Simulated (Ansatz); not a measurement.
Br3FTi (`[F][Ti]([Br])([Br])[Br]`), relaxed with RKS PBE-D4/def2-SVP in Ansatz from a rough embedded geometry. The force threshold is 0.03 eV/Å; the program also tests the step.

Total charge 0; spin multiplicity 1.

Start:

```xyz
5

F    -0.944   -1.817    0.115
Ti   -0.059   -0.106    0.030
Br   -0.225    0.721   -2.303
Br   -1.124    1.524    1.493
Br    2.353   -0.322    0.664
```

```tsv
step	energy (eV)	largest force (eV/Å)	largest move (Å)
1	-235907.8433	3.700	0.000
2	-235908.5733	2.076	0.195
3	-235908.6598	0.090	0.056
4	-235908.6607	0.055	0.032
5	-235908.6615	0.002	0.017
```

End:

```xyz
5

F    -0.846   -1.645    0.133
Ti   -0.055   -0.108    0.009
Br   -0.197    0.666   -2.187
Br   -1.090    1.419    1.437
Br    2.188   -0.332    0.608
```

Run time 8 s (4 threads of an Intel Xeon Platinum 8488C on a shared host); peak host memory 0.27 GiB.
